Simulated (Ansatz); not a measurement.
Two isomers of C3H9NSi: A = `C=NC[SiH2]C`, B = `C=C([SiH3])NC`.

Gas-phase electronic energies from Ansatz, PBE0-D4/def2-TZVP geometries. CBS: MP2 limit from def2 TZ/QZ plus the TZ coupled-cluster correction, frozen cores. Functionals use def2-TZVPP. B3LYP here is the variant with VWN-RPA as its local correlation; programs differ in this. Each species was taken in one conformer, which may not be the lowest.

Problem. Which is lower in electronic energy at CCSD(T)/CBS, and by how much? (Estimate.)

Solution. Ansatz gave: A, by 44.1 kJ/mol.

Problem. Give E(B) − E(A) in kJ/mol with CCSD/def2-TZVPP, ωB97M-V, MP2/def2-TZVPP, HF/def2-TZVPP, PBE-D4, B3LYP, CCSD(T)/def2-TZVPP. (Best estimate.)

Solution. Computed: CCSD/def2-TZVPP 47.5, ωB97M-V 43.5, MP2/def2-TZVPP 45.4, HF/def2-TZVPP 46.1, PBE-D4 38.0, B3LYP 42.6, CCSD(T)/def2-TZVPP 46.6. None reverses the order clearly.

Largest T1 diagnostic: 0.012.

The D4 term adds −3.4 kJ/mol with B3LYP and −1.7 kJ/mol with PBE0; it sums over pairs of atoms, weighted by their polarisabilities, and B3LYP, whose exchange is more repulsive, gets the larger term.
